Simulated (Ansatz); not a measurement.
The cluster Te₃Pb₃⁻. The state is a doublet with charge -1. Geometry PBE-D4/def2-SVP.

```tsv
atom	x (Å)	y (Å)	z (Å)
Pb1	-1.9410	-0.5949	1.1465
Pb2	-1.2096	1.3909	-1.4267
Pb3	1.9085	-0.2814	0.3254
Te4	0.1500	-2.6012	1.1200
Te5	1.1971	0.2414	-2.5600
Te6	-0.1049	1.8451	1.3947
```

In the def2 sets Pb, Te take a core potential; there is no spin–orbit coupling. B3LYP takes the VWN-RPA correlation. The structure comes from a short search, and lower isomers may exist.

(1) Estimate the α-spin orbital energies around the gap (eV) in Ansatz with PBE-D4/def2-TZVPD, B3LYP-D4/def2-TZVPD, PBE0-D4/def2-SVPD, PBE0-D4/def2-TZVPD, r2SCAN0-D4/def2-TZVPD.

Results:

(1) 
```
orbital  PBE-D4/def2-TZVPD  B3LYP-D4/def2-TZVPD  PBE0-D4/def2-SVPD  PBE0-D4/def2-TZVPD  r2SCAN0-D4/def2-TZVPD
HOMO−13             -10.77               -12.14             -12.47              -12.43                 -12.78
HOMO−12              -8.90               -10.06             -10.38              -10.33                 -10.69
HOMO−11              -8.01                -9.09              -9.36               -9.33                  -9.63
HOMO−10              -7.99                -9.04              -9.28               -9.24                  -9.51
 HOMO−9              -3.22                -3.92              -4.24               -4.19                  -4.37
 HOMO−8              -2.99                -3.68              -3.97               -3.93                  -4.10
 HOMO−7              -2.98                -3.63              -3.92               -3.88                  -4.06
 HOMO−6              -2.39                -3.06              -3.31               -3.29                  -3.46
 HOMO−5              -2.20                -2.82              -3.07               -3.03                  -3.19
 HOMO−4              -1.97                -2.62              -2.85               -2.84                  -3.02
 HOMO−3              -1.91                -2.53              -2.74               -2.73                  -2.87
 HOMO−2              -1.36                -2.01              -2.18               -2.21                  -2.35
 HOMO−1              -1.27                -1.84              -2.01               -2.01                  -2.14
   HOMO              -0.70                -1.26              -1.44               -1.46                  -1.68
   LUMO               0.74                 1.10               1.27                1.26                   1.34
 LUMO+1               1.12                 1.50               1.70                1.66                   1.74
 LUMO+2               1.15                 1.53               1.71                1.68                   1.77
 LUMO+3               1.33                 1.63               1.80                1.75                   1.82
 LUMO+4               1.51                 1.90               2.13                2.09                   2.23
 LUMO+5               2.02                 2.33               2.63                2.46                   2.70
 β HOMO              -1.23                -1.81              -1.97               -1.98                  -2.11
 β LUMO              -0.25                 0.08               0.27                0.28                   0.38
```
